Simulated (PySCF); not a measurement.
# Os⁴¹⁺: fine-structure interval

Os⁴¹⁺ [Ar] 3d10 4s2 4p5 [4p1/2^2 4p3/2^3, M_J = 3/2] → Os⁴¹⁺ [Ar] 3d10 4s2 4p5 [4p1/2^1 4p3/2^4, M_J = 1/2], as a difference of total energies. All numbers are calculated (PySCF 2.14, the two-component X2C-1e Hamiltonian, in an even-tempered Gaussian basis (16 s from 5 bohr⁻², ratio 2.8; 14 p from 6.5 bohr⁻², ratio 2.8; 8 d from 12 bohr⁻², ratio 2.8; 4 f from 31 bohr⁻², ratio 3)). Correlated levels: [Ne] frozen; the 78 highest virtual spinors dropped. "Screened" scales the spin-orbit matrix elements by Boettger's factors to mimic the two-electron term; Breit and QED terms are absent.

| method | fine-structure interval (cm⁻¹) |
| --- | --- |
| GHF (screened spin-orbit) | 880380 |
| GMP2 (screened spin-orbit) | 880220 |
| GHF (bare spin-orbit) | 907040 |
